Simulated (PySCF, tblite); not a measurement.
Isomers of C6H10N2O. Computed values, GFN2-xTB/tblite, gas phase, harmonic and unscaled. Against measured fundamentals such values can be off by several per cent, at times by over 20. One conformer each.

Electronic energies: PBE0/pcSseg-1 single points on the GFN2-xTB geometries (PySCF, gas phase).

```csv
SMILES,"electronic energy, lowest = 0 (kcal/mol)"
CC(C)Cc1ncno1,0.0
C=CN1C[C@@H](OC)C=N1,32.3
CCn1cc(OC)cn1,4.9
```

How do GFN2-xTB zero-point energies change the relative energies?

| SMILES | ZPE (kcal/mol) | of it from modes above 1550 cm⁻¹ | electronic (kcal/mol) | with ZPE, lowest = 0 (kcal/mol) | lowest mode (cm⁻¹) | rings |
| --- | --- | --- | --- | --- | --- | --- |
| CC(C)Cc1ncno1 | 98.5 | 45.7 | 0.0 | 0.0 | 25 | 1 |
| CCn1cc(OC)cn1 | 97.8 | 45.7 | 4.9 | 4.3 | 43 | 1 |
| C=CN1C[C@@H](OC)C=N1 | 96.5 | 47.8 | 32.3 | 30.3 | 73 | 1 |

The zero-point energies span 2.0 kcal/mol, from `C=CN1C[C@@H](OC)C=N1` to `CC(C)Cc1ncno1`. The order is unchanged.

And how do the electronic energies of GFN2-xTB itself compare?

`CC(C)Cc1ncno1` 6.9; `CCn1cc(OC)cn1` 0.0; `C=CN1C[C@@H](OC)C=N1` 30.0 kcal/mol, lowest = 0. Against the energies above, taken from the same isomer `CC(C)Cc1ncno1`, the largest difference is 11.8 kcal/mol.
